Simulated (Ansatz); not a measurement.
`CNC(N)[SiH3]`, relaxed with RKS PBE0-D4/def2-TZVP in the Gaussian-basis code of Ansatz from a PBE-D4/def2-SVP geometry. The force threshold is 0.005 eV/Å; the program also tests the step.

The species carries charge 0 and has multiplicity 1.

Start:

```xyz
15

C    -0.847   -1.389    1.181
N     0.380   -0.780    0.695
C     0.292   -0.101   -0.605
N     1.558    0.018   -1.308
Si   -0.471    1.671   -0.536
H    -1.715   -0.691    1.302
H    -1.169   -2.189    0.481
H    -0.664   -1.868    2.165
H     0.777   -0.151    1.405
H    -0.387   -0.727   -1.230
H     2.015   -0.906   -1.340
H     2.199    0.627   -0.780
H    -1.696    1.692    0.343
H     0.566    2.561    0.109
H    -0.838    2.233   -1.882
```

| step | energy (eV) | largest force (eV/Å) | largest move (Å) |
| --- | --- | --- | --- |
| 1 | -13086.9990 | 0.660 | 0.000 |
| 2 | -13087.0526 | 0.246 | 0.043 |
| 3 | -13087.0581 | 0.068 | 0.015 |
| 4 | -13087.0586 | 0.034 | 0.006 |
| 5 | -13087.0588 | 0.019 | 0.008 |
| 6 | -13087.0589 | 0.008 | 0.009 |
| 7 | -13087.0590 | 0.013 | 0.015 |
| 8 | -13087.0590 | 0.009 | 0.013 |
| 9 | -13087.0590 | 0.003 | 0.003 |

End:

```xyz
15

C    -0.857   -1.367    1.163
N     0.387   -0.797    0.691
C     0.292   -0.104   -0.592
N     1.555    0.023   -1.280
Si   -0.470    1.643   -0.516
H    -1.682   -0.646    1.270
H    -1.184   -2.144    0.466
H    -0.695   -1.841    2.133
H     0.787   -0.188    1.397
H    -0.365   -0.723   -1.217
H     2.019   -0.878   -1.324
H     2.176    0.655   -0.790
H    -1.660    1.666    0.380
H     0.564    2.544    0.072
H    -0.868    2.157   -1.852
```

It took 40 s on 4 threads of an Arm Neoverse V1 on a shared host, with 0.62 GiB of host memory at the peak.
